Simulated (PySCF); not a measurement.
This script is equivalent to a calculation on Be⁺ (beryllium, charge +1).

```python
from pyscf import gto, scf, dft, mp, cc
import basis_set_exchange as bse
mol = gto.M(atom="Be 0 0 0", charge=1, spin=1, symmetry="D2h",
            basis=gto.basis.parse(bse.get_basis("x2c-TZVPall", elements=["Be"], fmt="nwchem", header=False)),
            nucmod="G")
mf = scf.UHF(mol).sfx2c1e()
mf.irrep_nelec = {'Ag': (2, 1)}
mf.kernel()
```

(1) What total energy does it give?

(2) Which occupied shell lies highest, and where?

(3) What is ⟨S²⟩, and what would a pure spin state give?

Answers

(1) -14.27950 hartree (calculated).

(2) 2s α, at -18.128 eV.

(3) 0.750, against 0.75.
